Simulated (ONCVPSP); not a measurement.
# Before and after: ONCV potential for tungsten (W)

* Element: tungsten
* Generator: ONCVPSP 4.0.1
* Type: optimised norm-conserving Vanderbilt (ONCV)
* Functional: PBEsol
* Relativity: scalar-relativistic
* Frozen core: [Kr] 4d10 4f14 5s2
* Valence charge: 12
* Reference configuration: 5p6 5d4 6s2
* Partial waves: 6s: rc 2.80 bohr, ncon 4, nbas 7, qcut 2.3 1/bohr, 2 projectors, debl 3.1 Ha; 5p: rc 1.20 bohr, ncon 4, nbas 7, qcut 6.7 1/bohr, 1 projector; 5d: rc 2.40 bohr, ncon 3, nbas 7, qcut 5.2 1/bohr, 1 projector
* Local potential: polynomial inside 1.05 bohr (lpopt 2, dvloc0 0 Ha)
* Core correction: polynomial model core, fcfact 0.7

Change: core correction none.

Cutoffs: the cutoffs (Ha) at which the residual kinetic energy of the hardest occupied pseudo-wave falls to 1 and 0.1 mHa per electron; they do not see the model core or the augmentation charge, which bear on the density cutoff. Errors are all-electron minus pseudo energies relative to the spin-unpolarised reference configuration.

Problem. How do hardness, ghosts and transferability respond?

Solution. The potential gets neither clearly harder nor softer (80 Ha and 100 Ha → 80 Ha and 100 Ha); both files keep a bound ghost (s); of the 4 tests that both files solve, the error grows in 0 and shrinks in 3 by more than 15 % and 0.3 meV (median size 31.6 → 16.7 meV).

| quantity | base | changed |
| --- | --- | --- |
| cutoff, loose | 80 Ha | 80 Ha |
| cutoff, tight | 100 Ha | 100 Ha |
| bound ghosts | s | s |
| GHOST(+) flags under 300 eV | s at 124.0 eV | s at 124.0 eV |
| error for 5p6 5d4 6s1, meV [ΔE 8.93 eV] | -7.8 | -7.1 |
| error for 5p6 5d4 6s0, meV [ΔE 24.62 eV] | -34 | -26 |
| error for 5p6 5d3 6s0, meV [ΔE 50.03 eV] | -29 | -3.4 |
| error for 5p6 5d5 6s0, meV [ΔE 9.72 eV] | -36 | -28 |
| s: phases at 2.85 bohr within 0.05 rad from the reference energy up to (Ha; the scan ends near 5) | n/a | n/a |
| p: phases at 1.22 bohr within 0.05 rad from the reference energy up to (Ha; the scan ends near 5) | 3.3 | 3.3 |
| d: phases at 2.44 bohr within 0.05 rad from the reference energy up to (Ha; the scan ends near 5) | 1.2 | 1.2 |

 A true bound ghost makes a file unfit for plane-wave use even where its test errors are small: the radial tests pick states by their node count and pass the ghost by.
